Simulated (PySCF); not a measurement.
H7BSi2, singlet, at a GFN2-xTB geometry. Base run: PBE/6-31G* (PySCF).

Input for PySCF:
```python
from pyscf import gto, scf, dft, solvent

mol = gto.Mole()
mol.atom = '''
    B    -0.53881916   -0.42376243   -0.39922151
    H    -1.29915208   -1.06948163   -1.02229106
    Si   -0.50989329    1.51893592   -0.68193225
    H     0.69813883    1.93285631   -1.41822402
    H    -0.49957545    2.29606250    0.56892354
    H    -1.63120384    2.07956562   -1.45491237
    Si    0.67340646   -1.38055700    0.81395148
    H     1.37715852   -0.55187919    1.80548217
    H     1.73826212   -2.06879737    0.06145749
    H     0.02128332   -2.43681887    1.60740271
'''
mol.basis = '6-31g*'
mol.verbose = 4
mol.build()

mf = dft.RKS(mol)
mf.xc = 'pbe'
mf.kernel()
```

Base: dipole (D) 0.52; HOMO-LUMO gap (eV) 3.17.

A changed run: ΔE vs base (kJ/mol) -1.79; dipole (D) 0.63; HOMO-LUMO gap (eV) 3.23.

Q: What was changed between the two runs?
A) model = IEF-PCM; solvent = water
B) model = IEF-PCM; solvent = toluene
C) model = IEF-PCM; solvent = chloroform
D) model = IEF-PCM; solvent = acetonitrile
E) model = SS(V)PE; solvent = water

A: C, model = IEF-PCM; solvent = chloroform

The base is the gas phase, so ΔE is the electrostatic part of solvation at a fixed geometry, without cavity and dispersion terms.
